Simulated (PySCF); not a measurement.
A calculated (wB97M-V, PySCF 2.14, def2-QZVPPD, the non-relativistic Hamiltonian (point nucleus)) atom or ion has these occupied shells.

```csv
shell,electrons,orbital energy (eV),"rms radius, mean of both spins (bohr)"
1s α,1,-7607.8,0.0659
1s β,1,-7607.8,0.0659
2s α,1,-943.96,0.280
2s β,1,-940.90,0.280
2p α,3,-822.51,0.250
2p β,3,-820.11,0.250
3s α,1,-149.44,0.833
3s β,1,-143.60,0.833
3p α,3,-112.75,0.879
3p β,3,-106.38,0.879
3d α,5,-52.658,1.04
3d β,1,-48.315,1.04
```

Task: Name the element and its charge.

Result: Co³⁺ (cobalt, charge +3), in [Ar] 3d6, high-spin 5D determinant.
